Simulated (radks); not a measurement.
Task: Coherent X-ray form factor from a spherical all-electron density. Method: Dirac Kohn-Sham, BLYP, spin-unpolarised, spherical densities, finite nucleus; Fermi nuclear charge, rms radius of each element as measured or else 0.836 A^(1/3) + 0.57 fm; computed with a radial shooting solver on a logarithmic mesh with Libxc functionals.

sin(theta)/lambda (1/angstrom),f0 (electrons)
0.05,69.994
0.1,67.433
0.15,64.168
0.2,60.741
0.25,57.331
0.3,53.985
0.4,47.677
0.5,42.142
0.6,37.430
0.8,29.977
1,24.513
1.25,19.893
1.5,17.013
2,13.474

The species is in the configuration that NIST lists as its ground one. Which atom or ion scatters so?

Result: The hafnium ion Hf+, [Xe] 4f14 5d1 6s2. Extrapolating in s^2 from the first two rows gives f0(0) = 70.8, near the electron count 71; among species with that count, the fall with angle is slower the higher Z, and the table is that of Z = 72; from so few rows the species is fixed only to a neighbour or two.
